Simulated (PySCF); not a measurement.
# What a mistake does to a calculation on CFH4NSi

Calculated results; nothing here was measured. They come from PySCF 2.14.0, an open-source quantum chemistry program, on an isolated molecule that a program drew, which may never have been made. The molecule is CFH4NSi (charge 0, singlet), drawn as the SMILES string `NC=[SiH]F`.

Each row is a Hartree-Fock (HF) and frozen-core CCSD(T) single point in the cc-pV(D+d)Z basis, meant for a local HF minimum. Run 1 is clean. Each other run has one planted mistake out of seven kinds, and not every kind appears here: one electron removed, one electron added, multiplicity raised by two, geometry at a saddle point, minimal basis STO-3G, one bond length entered in bohr, all coordinates scaled. The reference is restricted for singlets and unrestricted otherwise, and also for a bond in bohr. Adding or removing an electron swaps singlet and doublet. Electrons count all cores. HOMO and LUMO are orbital energies over both spins, the gradient is its largest component, and the lowest frequency (negative if imaginary) is given only where the gradient is small. Bond lengths are over the 7 bonds as drawn. T1 is the CCSD diagnostic: over 0.02 (restricted) or 0.045 (unrestricted) a single reference is doubtful.

Geometry of the clean run:
```xyz
8
CFH4NSi, angstrom
N    -0.0508   -0.6699    1.3451
C    -0.2347   -1.2539    2.6160
Si    0.6790   -1.0766    4.0402
F     0.3886   -2.0124    5.3184
H    -0.8499   -0.1346    1.0520
H     0.7594   -0.0808    1.2904
H    -1.1289   -1.8666    2.6870
H     1.9942   -0.4498    4.1726
```

| run | electrons | basis functions | <S^2> | HOMO (eV) | LUMO (eV) | gradient (hartree/bohr) | lowest frequency (cm^-1) | mean bond (Å) | longest bond (Å) | T1 | HF (hartree) | CCSD(T) (hartree) | mistake |
|---|---|---|---|---|---|---|---|---|---|---|---|---|---|
| 1 | 40 | 85 | 0.000 | -7.55 | 2.85 | 9.9e-06 | 171 | 1.3258 | 1.701 | 0.0142 | -483.00223 | -483.64383 | no fault |
| 2 | 40 | 85 | 0.000 | -7.69 | 2.05 | 5.4e-02 | - | 1.4318 | 1.838 | 0.0164 | -482.95385 | -483.61748 | all coordinates scaled |
| 3 | 40 | 85 | 1.082 | -8.17 | 1.70 | 4.4e-02 | - | 1.5420 | 3.215 | 0.0872 | -482.90800 | -483.51981 | one bond length entered in bohr |
| 4 | 40 | 85 | 2.014 | -5.95 | 1.30 | 1.1e-01 | - | 1.3258 | 1.701 | 0.0197 | -482.94631 | -483.55132 | ? |
| 5 | 40 | 85 | 0.000 | -6.85 | 3.58 | 2.2e-05 | -657 | 1.3185 | 1.700 | 0.0137 | -482.99554 | -483.63524 | ? |

**Which mistake was planted in run 4, and what did it cost?**

Electrons, basis and geometry are unchanged, and <S^2> is 2.014, beside S(S+1) = 2.00 for a multiplicity of 3. So the mistake is: multiplicity raised by two. Subtracting run 1 and multiplying by 627.51 kcal/mol a hartree, the energy moved by 35.1 kcal/mol in HF and 58.1 kcal/mol in CCSD(T).

**Which mistake was planted in run 5, and what did it cost?**

The gradient is small, so the point is stationary, but the lowest frequency is imaginary (-657 cm^-1). So the mistake is: geometry at a saddle point. Subtracting run 1 and multiplying by 627.51 kcal/mol a hartree, the energy moved by 4.2 kcal/mol in HF and 5.4 kcal/mol in CCSD(T).

Cautions from the logs. Run 3: T1 is over the limit, so its CCSD(T) energy is less reliable.
